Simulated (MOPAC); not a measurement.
Input for MOPAC: PM7 on FH4P (a complex), monomers drawn apart or pushed together.

```
PM7 1SCF PRECISE CHARGE=0 THREADS=1
FH4P

F     -1.44370064 1    -0.22894985 1    -0.24384746 1
H     -0.94647269 1    -0.05062702 1     0.53323070 1
P      1.23319477 1     0.73445161 1     3.94188957 1
H      0.91587453 1     0.11639328 1     5.17264823 1
H      2.61876253 1     0.46288182 1     4.00445552 1
H      1.32571525 1     2.04403062 1     4.46521693 1
```

It printed:

```
*******************************************************************************
 **                                                                           **
 **                              MOPAC v23.2.5                                **
 **                                                                           **
 *******************************************************************************
 ** MOPAC's Digital Object Identifier: https://doi.org/10.5281/zenodo.6511958 **
 **                                                                           **
 ** Please cite the open-source release paper for use of this MOPAC version:  **
 ** J. E. Moussa and J. J. P. Stewart (2026)                                  **
 ** MOPAC: An open-source semiempirical molecular orbital program             **
 ** J. Open Source Softw., 11(119), 8025, https://doi.org/10.21105/joss.08025 **
 *******************************************************************************

                              PM7 CALCULATION RESULTS

 *******************************************************************************
 *  PM7        - The PM7 Hamiltonian to be used
 *
 *
 *
 *                 CHARGE ON SYSTEM = 0
 *
 *
 *
 *  PRECISE    - TIGHTER CRITERIA TO BE USED
 *  1SCF       - DO 1 SCF AND THEN STOP
 *  THREADS=1  - MULTI-THREADING NOT USED
 *  T=         - A TIME OF 172800.0 SECONDS REQUESTED
 *  DUMP=N     - RESTART FILE WRITTEN EVERY 7200.0 SECONDS REQUESTED
 *******************************************************************************
PM7 1SCF PRECISE CHARGE=0 THREADS=1
 FH4P

   ATOM   CHEMICAL          X               Y               Z
  NUMBER   SYMBOL      (ANGSTROMS)     (ANGSTROMS)     (ANGSTROMS)

     1       F         -1.44370064  *  -0.22894985  *  -0.24384746  *
     2       H         -0.94647269  *  -0.05062702  *   0.53323070  *
     3       P          1.23319477  *   0.73445161  *   3.94188957  *
     4       H          0.91587453  *   0.11639328  *   5.17264823  *
     5       H          2.61876253  *   0.46288182  *   4.00445552  *
     6       H          1.32571525  *   2.04403062  *   4.46521693  *



          CARTESIAN COORDINATES

    NO.       ATOM           X           Y           Z

     1         F         -1.4437     -0.2289     -0.2438
     2         H         -0.9465     -0.0506      0.5332
     3         P          1.2332      0.7345      3.9419
     4         H          0.9159      0.1164      5.1726
     5         H          2.6188      0.4629      4.0045
     6         H          1.3257      2.0440      4.4652

 General Reference for PM7:
 "Optimization of Parameters for Semiempirical Methods VI: More Modifications to the
 NDDO Approximations and Re-optimization of Parameters", J. J. P. Stewart, J. Mol. Mod., 1:32, 19 (2013)
 https://link.springer.com/article/10.1007/s00894-012-1667-x

           Empirical Formula: H4 F P  =     6 atoms



      MOLECULAR POINT GROUP   :   C3v


      RHF CALCULATION, NO. OF DOUBLY OCCUPIED LEVELS = 8


 -------------------------------------------------------------------------------
 PM7 1SCF PRECISE CHARGE=0 THREADS=1
 FH4P



     1SCF WAS SPECIFIED, SO BFGS WAS NOT USED
     SCF FIELD WAS ACHIEVED


                              PM7 CALCULATION
                                                       MOPAC v23.2.5 Linux




          FINAL HEAT OF FORMATION =        -56.94457 KCAL/MOL =    -238.25607 KJ/MOL


          COSMO AREA              =        101.81 SQUARE ANGSTROMS
          COSMO VOLUME            =         70.98 CUBIC ANGSTROMS

          IONIZATION POTENTIAL    =         11.803439 EV
          HOMO LUMO ENERGIES (EV) =        -11.803  0.932
          NO. OF FILLED LEVELS    =          8
          MOLECULAR WEIGHT        =         54.0038         POINT GROUP:  C3v

          MOLECULAR DIMENSIONS (Angstroms)

            Atom       Atom       Distance
            H     5    F     1     5.91864
            H     4    H     6     2.09385
            H     4    F     1     1.77495


          SCF CALCULATIONS        =          1





   ATOM   CHEMICAL          X               Y               Z
  NUMBER   SYMBOL      (ANGSTROMS)     (ANGSTROMS)     (ANGSTROMS)

     1       F         -1.44370064  *  -0.22894985  *  -0.24384746  *
     2       H         -0.94647269  *  -0.05062702  *   0.53323070  *
     3       P          1.23319477  *   0.73445161  *   3.94188957  *
     4       H          0.91587453  *   0.11639328  *   5.17264823  *
     5       H          2.61876253  *   0.46288182  *   4.00445552  *
     6       H          1.32571525  *   2.04403062  *   4.46521693  *

                             CARTESIAN COORDINATES

   1    F       -1.443700640    -0.228949850    -0.243847460
   2    H       -0.946472690    -0.050627020     0.533230700
   3    P        1.233194770     0.734451610     3.941889570
   4    H        0.915874530     0.116393280     5.172648230
   5    H        2.618762530     0.462881820     4.004455520
   6    H        1.325715250     2.044030620     4.465216930


           Empirical Formula: H4 F P  =     6 atoms



      MOLECULAR POINT GROUP   :   C3v


                  EIGENVALUES
 -48.79634 -40.01648 -17.01928 -16.40010 -16.39982 -15.49141 -15.49141 -11.80344
   0.93172   0.93193   4.05334   4.53205  99.06612  99.06615  99.14870 100.10310
 100.10318


              NET ATOMIC CHARGES AND DIPOLE CONTRIBUTIONS

  ATOM NO.   TYPE          CHARGE      No. of ELECS.   s-Pop       p-Pop       d-Pop
    1          F          -0.301986        7.3020     1.96116     5.34083
    2          H           0.301927        0.6981     0.69807
    3          P          -0.468136        5.4681     1.78402     3.65905     0.02506
    4          H           0.156067        0.8439     0.84393
    5          H           0.156069        0.8439     0.84393
    6          H           0.156059        0.8439     0.84394
 DIPOLE           X         Y         Z       TOTAL
 POINT-CHG.     1.592     0.574     2.490     3.010
 HYBRID         0.415     0.150     0.650     0.786
 SUM            2.007     0.724     3.140     3.796


          ATOMIC ORBITAL ELECTRON POPULATIONS

     Atom    s        px        py        pz      x^2-y^2     xz        z^2       yz        xy
    1  F   1.96116   1.81541   1.97626   1.54916
    2  H   0.69807
    3  P   1.78402   1.19288   1.07240   1.39377   0.01006   0.00099   0.00619   0.00660   0.00122
    4  H   0.84393
    5  H   0.84393
    6  H   0.84394

 **********************
 *                    *
 * JOB ENDED NORMALLY *
 *                    *
 **********************




 == MOPAC DONE ==
```

The run finished.

Cost: around 0.020 core-seconds (rough).
